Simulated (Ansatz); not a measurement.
```yaml
crystal:
  periodic: [false, false, false]
  atoms:
    - {symbol: Si, position_ang: [-0.614620, 0.892949, -0.463393]}
    - {symbol: S, position_ang: [0.731237, 0.413751, -0.457481]}
    - {symbol: Ge, position_ang: [0.517773, -0.712886, 0.451518]}
    - {symbol: H, position_ang: [-1.371021, 0.285407, -0.598993]}
    - {symbol: H, position_ang: [-0.648424, 1.759573, -1.217984]}
    - {symbol: H, position_ang: [0.377205, -0.235048, 1.283553]}
    - {symbol: H, position_ang: [1.211709, -1.116315, 0.426037]}
    - {symbol: H, position_ang: [-0.341199, -1.113057, 0.253886]}
basis:
  gaussian: {orbitals: STO-3G, fitting: {mean_field: cc-pVTZ-jkfit}, final_grid: {core_spheres: 5, valence_spheres: 4, degree: 11}}
magnetization: {spin_polarized: true, initial_magnetization: 1}
hamiltonian: {xc: {name: HF}}
correlation: {method: ccsd_t}
```

```sh
$ ansatz run in.yaml --threads 4 --pin off --events-out ev --progress --plain --max-ram 10444MiB
```

It prints (some lines left out):

```
Functional definition: HF
599 factors; integrals over basis functions are off by at most 1.8e-2 eV
mean field evaluation 1: about -74316.6177 eV, gradient 1.7e1 eV
mean field evaluation 2: about -74318.0668 eV, gradient 3.3e0 eV
mean field evaluation 4: about -74318.1407 eV, gradient 2.8e-1 eV
mean field evaluation 8: about -74318.0675 eV, gradient 3.3e0 eV
mean field -74318.14247007 eV, -2731.1413611288 hartree, gradient 1.2e-6 eV, S^2 0.751926; 0 other end points of the search recorded, 0 dependent functions left out
19 core orbitals not correlated: weight in the atoms' cores, before any rotation towards them, 0.999 or more for the frozen orbitals, at most 0.000 for the correlated occupied ones
reference -74318.14247007 eV, -2731.1413611288 hartree; 15, 14 occupied and 7, 8 virtual orbitals, 599 factors
second order -2.30258375 eV of doubles, -0.00000000 eV of singles
cycle   1  -2.59361824 eV  change   -2.9e-1 eV  update   4.7e-2
cycle   2  -2.73966178 eV  change   -1.5e-1 eV  update   1.4e-2
cycle   3  -2.75623747 eV  change   -1.7e-2 eV  update   5.0e-3
cycle   4  -2.75578667 eV  change    4.5e-4 eV  update   1.6e-3
cycle   5  -2.75559515 eV  change    1.9e-4 eV  update   4.2e-4
cycle   6  -2.75560349 eV  change   -8.3e-6 eV  update   1.1e-4
cycle   7  -2.75560714 eV  change   -3.6e-6 eV  update   3.1e-5
perturbative correction -0.07142051 eV, -0.0026246555 hartree
Total energy: -74320.96949772 eV, -2731.2452524788 hartree
```

In this input the geometry is squeezed to about two thirds of its size. The calculation finished and met its thresholds. The result belongs to that input, not to the molecule as meant.
